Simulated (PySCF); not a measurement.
Cl$_{3}$Ga, triplet, at a GFN2-xTB geometry (such geometries of metal compounds can be far from the true shape) (a higher spin typed on purpose: for a closed-shell molecule this is an excited state); DF-TPSS/aug-pcseg-1 in PySCF.

Input for PySCF:
```python
from pyscf import gto, scf, dft

mol = gto.Mole()
mol.atom = '''
    Ga   -0.45767992    0.06399269    0.53548351
    Cl   -1.71403785   -1.30659704   -0.58862602
    Cl    0.69151346    1.64016877   -0.81695315
    Cl    1.85711718   -0.45026428    0.42910924
'''
mol.basis = 'aug-pcseg-1'
mol.spin = 2
mol.verbose = 4
mol.build()

mf = dft.UKS(mol)
mf.xc = 'tpss'
mf = mf.density_fit(auxbasis='def2-universal-jkfit')
mf.kernel()
```

Q: Predict the main parts of the log of this PySCF run.

A: 
```
PySCF version 2.14.0

[INPUT] verbose = 4
[INPUT] num. atoms = 4
[INPUT] num. electrons = 82
[INPUT] charge = 0
[INPUT] spin (= nelec alpha-beta = 2S) = 2
[INPUT] symmetry False subgroup None
[INPUT] Mole.unit = angstrom
[INPUT] Symbol           X                Y                Z      unit          X                Y                Z       unit  Magmom
[INPUT]  1 Ga    -0.457679920000   0.063992690000   0.535483510000 AA   -0.864889701513   0.120928658074   1.011917178121 Bohr   0.0
[INPUT]  2 Cl    -1.714037850000  -1.306597040000  -0.588626020000 AA   -3.239062103638  -2.469110560767  -1.112341967593 Bohr   0.0
[INPUT]  3 Cl     0.691513460000   1.640168770000  -0.816953150000 AA    1.306771050850   3.099469773365  -1.543817710101 Bohr   0.0
[INPUT]  4 Cl     1.857117180000  -0.450264280000   0.429109240000 AA    3.509442851425  -0.850876172874   0.810898941120 Bohr   0.0

nuclear repulsion = 500.273626239809
number of shells = 12
number of NR pGTOs = 250
number of NR cGTOs = 117
basis = aug-pcseg-1
ecp = {}

******** <class 'pyscf.df.df_jk.DFUKS'> ********
method = DFUKS
initial guess = minao
damping factor = 0
level_shift factor = 0
DIIS = <class 'pyscf.scf.diis.CDIIS'>
diis_start_cycle = 1
diis_space = 8
diis_damp = 0
SCF conv_tol = 1e-09
SCF conv_tol_grad = None
SCF max_cycles = 50
direct_scf = False
number electrons alpha = 42  beta = 40
XC library pyscf.dft.libxc version 7.1.2
    S. Lehtola, C. Steigemann, M. J. T. Oliveira, and M. A. L. Marques,  SoftwareX 7, 1–5 (2018)
XC functionals = tpss
    J. Tao, J. P. Perdew, V. N. Staroverov, and G. E. Scuseria,  Phys. Rev. Lett. 91, 146401 (2003)
    J. P. Perdew, J. Tao, V. N. Staroverov, and G. E. Scuseria,  J. Chem. Phys. 120, 6898 (2004)
    J. Tao, J. P. Perdew, V. N. Staroverov, and G. E. Scuseria,  Phys. Rev. Lett. 91, 146401 (2003)
    J. P. Perdew, J. Tao, V. N. Staroverov, and G. E. Scuseria,  J. Chem. Phys. 120, 6898 (2004)
radial grids:
    Treutler-Ahlrichs [JCP 102, 346 (1995); DOI:10.1063/1.469408] (M4) radial grids

becke partition: Becke, JCP 88, 2547 (1988); DOI:10.1063/1.454033
pruning grids: <function nwchem_prune>
grids dens level: 3
symmetrized grids: False
atomic radii adjust function: <function treutler_atomic_radii_adjust>
small_rho_cutoff = 0
Set gradient conv threshold to 3.16228e-05
tot grids = 77544
init E= -3304.90908522168

cycle= 1 E= -3305.23657598988  delta_E= -0.327  |g|= 0.303  |ddm|= 2.13

cycle= 2 E= -3304.6406461454  delta_E= 0.596  |g|= 0.841  |ddm|= 2.11
cycle= 3 E= -3305.23111029477  delta_E= -0.59  |g|= 0.285  |ddm|= 1.76

cycle= 4 E= -3305.2932278421  delta_E= -0.0621  |g|= 0.0439  |ddm|= 0.474

cycle= 5 E= -3305.29466504479  delta_E= -0.00144  |g|= 0.0228  |ddm|= 0.113

cycle= 6 E= -3305.29504184286  delta_E= -0.000377  |g|= 0.0033  |ddm|= 0.0399

cycle= 7 E= -3305.29504825299  delta_E= -6.41e-06  |g|= 0.00139  |ddm|= 0.00738

cycle= 8 E= -3305.2950494791  delta_E= -1.23e-06  |g|= 0.000389  |ddm|= 0.00301

cycle= 9 E= -3305.29504938133  delta_E= 9.78e-08  |g|= 0.000524  |ddm|= 0.0014

cycle= 10 E= -3305.29504959607  delta_E= -2.15e-07  |g|= 9.81e-05  |ddm|= 0.000944

cycle= 11 E= -3305.29504960299  delta_E= -6.92e-09  |g|= 2.74e-05  |ddm|= 0.000178

cycle= 12 E= -3305.29504960353  delta_E= -5.39e-10  |g|= 4.29e-06  |ddm|= 5.07e-05

Extra cycle  E= -3305.29504960354  delta_E= -1.05e-11  |g|= 5.31e-06  |ddm|= 1.79e-05
converged SCF energy = -3305.29504960354  <S^2> = 2.0040019  2S+1 = 3.0026667
```
